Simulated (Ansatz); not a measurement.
# SnH2Cl (SMILES [Cl][SnH2]): methods side by side

The species is SnH2Cl (4 atoms), meant as a doublet with charge 0. As SMILES, `[Cl][SnH2]`. The shape is that of a PBE0-D4/def2-TZVP optimisation.

```xyz
4

Cl   -1.8826    0.3984   -0.5850
Sn    0.3800   -0.1796   -0.3971
H     0.4125   -1.5000    0.7096
H     1.1455    1.2210    0.2521
```

Quantity: the energy change with the Cl1–Sn2 bond stretched from 2.343 to 5.857 Å, in eV. The values are calculated.

```json
{"level": "UHF/STO-3G", "kind": "Hartree–Fock", "program": "Ansatz", "value (eV)": "4.26", "less FCI/STO-3G": "-0.13", "CPU time (all runs)": "5.1 s"}
{"level": "USVWN5/STO-3G", "kind": "LDA", "program": "Ansatz", "value (eV)": "4.75", "less FCI/STO-3G": "+0.36", "CPU time (all runs)": "12 s"}
{"level": "U-revPBE/STO-3G", "kind": "GGA", "program": "Ansatz", "value (eV)": "4.22", "less FCI/STO-3G": "-0.17", "CPU time (all runs)": "40 s"}
{"level": "UB3LYP/STO-3G", "kind": "global hybrid", "program": "Ansatz", "value (eV)": "4.42", "less FCI/STO-3G": "+0.03", "CPU time (all runs)": "20 s"}
{"level": "UBHLYP/STO-3G", "kind": "global hybrid", "program": "Ansatz", "value (eV)": "4.69", "less FCI/STO-3G": "+0.30", "CPU time (all runs)": "40 s"}
{"level": "UMP2/STO-3G", "kind": "perturbation theory", "program": "Ansatz", "value (eV)": "4.41", "less FCI/STO-3G": "+0.02", "CPU time (all runs)": "7.9 s"}
{"level": "UBCCD(T)/STO-3G", "kind": "coupled cluster or CI", "program": "Ansatz", "value (eV)": "4.39", "less FCI/STO-3G": "0.00", "CPU time (all runs)": "9.3 s"}
{"level": "UCCSD/STO-3G", "kind": "coupled cluster or CI", "program": "Ansatz", "value (eV)": "4.38", "less FCI/STO-3G": "-0.01", "CPU time (all runs)": "8.9 s"}
{"level": "FCI/STO-3G", "kind": "exact in the basis", "program": "Ansatz", "value (eV)": "4.39", "less FCI/STO-3G": "0.00", "CPU time (all runs)": "21 s"}
```

FCI/STO-3G is exact within its basis and frozen core, so for wave-function methods in that basis the difference is their error; functionals converge differently with the basis, so for them it is only a difference. All-electron rows without a relativistic Hamiltonian named are non-relativistic. The first shape isn't each level's own minimum. The values span 4.22 to 4.75 eV. Spin contamination of the reference (⟨S²⟩ at least 0.1 too high) touches UHF/STO-3G, U-revPBE/STO-3G, UB3LYP/STO-3G, UBHLYP/STO-3G, UMP2/STO-3G, UBCCD(T)/STO-3G, UCCSD/STO-3G. All rows use very small basis sets, so even the best lies far from the true value. In the correlated wave-function rows the outer d shell of Sn is correlated, in sets not made for it. Times are those of the runs behind each value, whatever else they computed, on shared processors of several kinds: orders of magnitude only.
